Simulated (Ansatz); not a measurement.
Ansatz (a first-principles code) input (RPA@PBE/cc-pVTZ):

Ansatz 0.2 input:
```yaml
crystal:
  periodic: [false, false, false]
  atoms:
    - {symbol: Ge, position_ang: [3.06874668, 0.31479503, -1.08638863]}
    - {symbol: Ge, position_ang: [2.06026975, 0.91634214, 1.05031480]}
    - {symbol: Ge, position_ang: [-0.07393285, -0.24272631, 1.29763692]}
    - {symbol: Ge, position_ang: [-1.43079599, 0.05594659, -0.70815133]}
    - {symbol: Ge, position_ang: [-3.60792074, -1.02244904, -0.50406979]}
    - {symbol: H, position_ang: [4.47034708, 0.93191017, -1.24166527]}
    - {symbol: H, position_ang: [2.17856368, 0.81540303, -2.23763146]}
    - {symbol: H, position_ang: [3.18968110, -1.21578195, -1.19746594]}
    - {symbol: H, position_ang: [3.01453286, 0.56228507, 2.20929512]}
    - {symbol: H, position_ang: [1.81547401, 2.43845340, 1.08870680]}
    - {symbol: H, position_ang: [-0.84442308, 0.27281358, 2.53058214]}
    - {symbol: H, position_ang: [0.18356885, -1.74960941, 1.50405803]}
    - {symbol: H, position_ang: [-1.61601019, 1.56393039, -0.97483321]}
    - {symbol: H, position_ang: [-0.66765782, -0.53290062, -1.91253906]}
    - {symbol: H, position_ang: [-4.37477235, -0.42735911, 0.69038909]}
    - {symbol: H, position_ang: [-4.45200918, -0.82945110, -1.77720479]}
    - {symbol: H, position_ang: [-3.42103398, -2.53076298, -0.26063380]}
basis:
  gaussian:
    orbitals: cc-pVTZ
hamiltonian:
  xc: pbe
magnetization: {spin_polarized: false}
correlation: {method: rpa, electrons: outside_noble_gas}
```

End of the output:

```
integrals: 1.61 GiB planned
2313 factors; integrals over basis functions are off by at most 1.1e-3 eV
0.51 GiB of the device are held for the grids
3.13 GiB of device memory are held for the factors and their scratch space
mean field: 5.91 GiB planned
mean field evaluation 1: about -282746.0224 eV, gradient 4.4e1 eV
mean field evaluation 2: about -282745.9952 eV, gradient 4.4e1 eV
mean field evaluation 4: about -282748.9899 eV, gradient 6.5e0 eV
mean field evaluation 8: about -282749.0820 eV, gradient 1.0e-1 eV
mean field evaluation 16: about -282749.0820 eV, gradient 3.7e-5 eV
mean field -282749.08198864 eV, -10390.8371088714 hartree, gradient 2.3e-6 eV, S^2 0.000000; 0 other end points of the search recorded, 0 dependent functions left out
70 core orbitals not correlated
reference -282560.58390781 eV, -10383.9099321692 hartree; 16, 16 occupied and 297, 297 virtual orbitals, 2313 factors
Total energy: -282594.02395804 eV, -10385.1388313489 hartree
```
